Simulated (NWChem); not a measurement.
# C$_{3}$H$_{6}$Cl$_{2}$; SMILES CC(C)(Cl)Cl

Computed with NWChem. Pople sets run with spherical d functions. The level has its own optimisation; frequencies are unscaled.

### Question
Predict the results for Hartree-Fock/6-31G*. Quantities: r C–C (Å); r C–Cl (Å); highest harmonic frequency (cm⁻¹); lowest (cm⁻¹); zero-point energy (kcal/mol); dipole (D).

### Answer
- r C–C (Å) = 1.521
- r C–Cl (Å) = 1.798
- highest harmonic frequency (cm⁻¹) = 3323
- lowest (cm⁻¹) = 280
- zero-point energy (kcal/mol) = 57.4
- dipole (D) = 2.63
